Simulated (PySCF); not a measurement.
Computed with ωB97X-D3(BJ)/def2-TZVP // PBE0-D3(BJ)/def2-TZVP in PySCF 2.14.0. Gas-phase values, no solvent. Delta-SCF ions had no search for a lower state. Excitations are Tamm–Dancoff values on a coarser integration grid. The basis has no diffuse functions, so Rydberg states are missing or too high.

Reference species (SMILES): `C=NC` (neutral, multiplicity 1).

| Property | Result |
|---|---|
| S1–T1 gap (TDA) | 0.85 eV |
| HOMO–LUMO gap | 11.92 eV |
| brightest of the four lowest singlets (TDA) | 8.68 eV |
| vertical ionisation energy (Delta-SCF) | 9.92 eV |

Changed species: `[H]/N=C\C`.

Q: Predict the effect on the S1–T1 gap (TDA), HOMO–LUMO gap, brightest of the four lowest singlets (TDA) and vertical ionisation energy (Delta-SCF).

A: the S1–T1 gap (TDA) hardly moves; the HOMO–LUMO gap increases by 0.58 eV, to 12.50 eV; the brightest of the four lowest singlets (TDA) goes up by 0.31 eV, to 8.99 eV; the vertical ionisation energy (Delta-SCF) increases by 0.30 eV, to 10.22 eV.
